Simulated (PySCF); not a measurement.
Electron correlation in O (oxygen, neutral)

[He] 2s1 2p5, high-spin 3P determinant (an excited configuration). All numbers are calculated (PySCF 2.14, the non-relativistic Hamiltonian (point nucleus), in dyall-acv3z (15s9p4d2f, 76 functions)). Frozen: 1s2; 6 electrons correlated; the 19 highest virtual orbitals of each spin left out.

MP2 pair energies summed by pair of shells (mhartree):

```csv
pair,energy,share (%)
2p-2p,-154.60,85.2
2s-2p,-26.90,14.8
```

Total MP2 correlation energy: -181.50 mhartree.

Same-spin part -41.32 and opposite-spin part -140.18 mhartree; SCS-MP2 scales them by 1/3 and 6/5 to -181.99 mhartree.
